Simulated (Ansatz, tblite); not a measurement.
Forces on fac-FeF3(NH3)3 (FeN3F3H9) at its PBE-D4/def2-SVP geometry. Total charge 0; sextet.

The xTB rows come from tblite. Another isomer (sextet) lies 0.04 eV lower at PBE0-D4/def2-TZVP; other spin states weren't run for this one.

GFN1-xTB (tblite), largest force 0.94 eV/Å:

```xyz
16
positions Å, forces eV/Å
F    -0.365   -0.414    2.277   -0.003    0.023    0.003
F     1.387    1.627    0.957   -0.016    0.002    0.018
F    -1.572    1.667    0.491    0.012    0.006    0.018
Fe   -0.102    0.534    0.691   -0.049    0.260    0.337
N     0.248    1.213   -1.454    0.116    0.695   -0.618
N    -1.639   -0.979   -0.037   -0.842   -0.401    0.088
N     1.543   -1.025    0.468    0.753   -0.431    0.350
H     1.061    1.803   -1.229   -0.655   -0.430   -0.334
H    -0.579    1.825   -1.500    0.710   -0.448   -0.100
H     0.390    0.742   -2.354   -0.118    0.340    0.736
H    -1.687   -1.657   -0.806    0.076    0.551    0.601
H    -2.406   -0.297   -0.116    0.523   -0.672    0.027
H    -1.740   -1.460    0.868   -0.028    0.302   -0.789
H     2.320   -0.369    0.626   -0.530   -0.646   -0.133
H     1.801   -1.716   -0.245   -0.237    0.563    0.545
H     1.343   -1.494    1.362    0.288    0.287   -0.748
```

GFN2-xTB (tblite), largest force 1.89 eV/Å:

```
F -0.212 -0.773 1.267
F 1.203 0.871 0.205
F -1.182 0.906 -0.173
Fe -0.218 1.145 1.482
N 0.274 0.562 -1.631
N -1.208 -1.144 -0.531
N 1.272 -1.186 -0.129
H -0.572 -0.344 -0.345
H 0.637 -0.359 -0.140
H -0.064 0.452 0.415
H -0.163 0.326 0.498
H 0.410 -0.629 0.020
H -0.079 0.233 -0.703
H -0.417 -0.608 -0.105
H 0.015 0.330 0.521
H 0.305 0.219 -0.650
```

PBE-D4/def2-TZVP (Ansatz), largest force 0.27 eV/Å:

```
F -0.022 0.033 0.135
F 0.037 0.100 0.093
F -0.061 0.103 0.076
Fe 0.013 -0.065 -0.084
N 0.032 0.209 -0.164
N -0.244 -0.105 0.037
N 0.213 -0.114 0.113
H -0.172 -0.126 -0.151
H 0.206 -0.132 -0.085
H -0.040 0.102 0.245
H 0.034 0.183 0.194
H 0.123 -0.229 -0.028
H -0.028 0.042 -0.254
H -0.117 -0.222 -0.064
H -0.085 0.187 0.172
H 0.110 0.035 -0.234
```
